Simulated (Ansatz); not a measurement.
Molecule: sum formula BN2H3Br, net charge 0, doublet state. It need not be the lowest isomer of its formula. SMILES: [NH]B(N)Br
Coordinates optimised at B3LYP-D3(BJ)/def2-TZVP (Ansatz, a quantum-chemistry and plane-wave program):
```xyz
7

N      1.2904    -1.5254    -0.5496
B      0.0257    -1.0011    -0.1629
N     -1.1691    -1.7103    -0.1012
Br     0.0070     0.9465     0.1537
H      2.0379    -1.4923     0.1409
H     -1.2155    -2.6984    -0.2870
H     -2.0460    -1.2807     0.1365
```
Charge 0, spin multiplicity 2.

Computed values are from Ansatz. Cores are frozen in the correlated levels unless marked. Open shells are spin-unrestricted. Spin-orbit coupling is left out. Frozen are the shells of the preceding noble gas and the d and f shells that filled before the atom's block. No relativistic terms. CBS(X,Y): correlation extrapolated as X^-3; Hartree-Fock from the larger set.

**Question.** What is the T1 diagnostic at CCSD/aug-cc-pVQZ?

**Answer.** 0.015.

**Question.** What is the total energy at CCSD(T)/CBS(aug-cc-pVTZ,aug-cc-pVQZ)?

**Answer.** -2708.7208 Eh.

**Question.** What is the dipole moment at CCSD(T)/aug-cc-pVDZ?

**Answer.** 2.59 D.

**Question.** What is the atomisation energy De at CCSD(T)/CBS(aug-cc-pVTZ,aug-cc-pVQZ)?

**Answer.** 2429.5 kJ/mol.
